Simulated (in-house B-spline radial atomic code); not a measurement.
LDA VWN5 excitations of Kr VII (Kr6+)

Method: LDA VWN5. Computed with an all-electron radial atomic-structure program (B-spline basis): linear response of the closed shell [Ar] 3d10 4s2 with the functional's adiabatic kernel; scalar-relativistic (spin-free one-electron X2C), finite nucleus, no spin-orbit coupling, no double excitations, S, P, D and F terms only; shells from n = 2 respond. Only terms of natural parity with L up to 3 were computed.

Command:
```bash
python run_td.py task.json out
```
Settings (radii: box in bohr, nucleus in fm):
```
Z                        36
electrons                30
configuration            [Ar] 3d10 4s2
hamiltonian              x2c
method                   lda,vwn
box_radius               14.35
rms_radius               4.1884
intervals                70
```

Run time, properties included: 0.5 s on 1 thread of AMD EPYC 9R14 (Zen 4), on a shared host.

The lowest states, in the order of their Tamm-Dancoff energies; the method's threshold (minus the highest occupied level) is 102.81 eV. Labels give the largest channel, * marks a mixed state, and oscillator strengths are full-response dipole values. Semilocal kernels can invert the small singlet-triplet splittings of Rydberg terms. Energies in eV:

```json
{"state": "4s → 4p 3P", "full response": "16.019", "Tamm-Dancoff": "16.122", "oscillator strength": "-"}
{"state": "4s → 4p 1P", "full response": "21.883", "Tamm-Dancoff": "22.671", "oscillator strength": "1.53"}
{"state": "4s → 4d 3D", "full response": "42.95", "Tamm-Dancoff": "42.98", "oscillator strength": "-"}
{"state": "4s → 4d 1D", "full response": "?", "Tamm-Dancoff": "?", "oscillator strength": "-"}
{"state": "4s → 5s 3S", "full response": "54.92", "Tamm-Dancoff": "54.93", "oscillator strength": "-"}
{"state": "4s → 5s 1S", "full response": "55.87", "Tamm-Dancoff": "55.91", "oscillator strength": "-"}
{"state": "4s → 5p 3P", "full response": "61.54", "Tamm-Dancoff": "61.54", "oscillator strength": "-"}
{"state": "4s → 5p 1P", "full response": "61.84", "Tamm-Dancoff": "61.89", "oscillator strength": "0.0899"}
{"state": "4s → 4f 3F", "full response": "?", "Tamm-Dancoff": "?", "oscillator strength": "-"}
{"state": "4s → 4f 1F", "full response": "65.43", "Tamm-Dancoff": "65.43", "oscillator strength": "-"}
{"state": "4s → 5d 3D", "full response": "71.60", "Tamm-Dancoff": "71.60", "oscillator strength": "-"}
{"state": "4s → 5d 1D", "full response": "71.82", "Tamm-Dancoff": "71.83", "oscillator strength": "-"}
{"state": "4s → 6s 3S", "full response": "75.60", "Tamm-Dancoff": "75.61", "oscillator strength": "-"}
{"state": "4s → 6s 1S", "full response": "75.87", "Tamm-Dancoff": "75.88", "oscillator strength": "-"}
{"state": "4s → 6p 3P", "full response": "78.54", "Tamm-Dancoff": "78.54", "oscillator strength": "-"}
{"state": "4s → 6p 1P", "full response": "78.64", "Tamm-Dancoff": "78.65", "oscillator strength": "0.0397"}
```

Problem. Where does 4s → 4d 1D lie?

Solution. At 44.88 eV in full response, 44.91 eV in Tamm-Dancoff.

Problem. Where does 4s → 4f 3F lie?

Solution. At 65.06 eV in full response, 65.07 eV in Tamm-Dancoff.

Problem. How large is the singlet-triplet splitting of 4s → 4p (P terms) in Tamm-Dancoff?

Solution. 6.55 eV, from the unrounded values.

Problem. What polarisabilities and dispersion coefficient does the method give?

Solution. Dipole 2.641 bohr³, quadrupole 2.975 bohr⁵, C6 5.059 hartree·bohr⁶ for two such species.
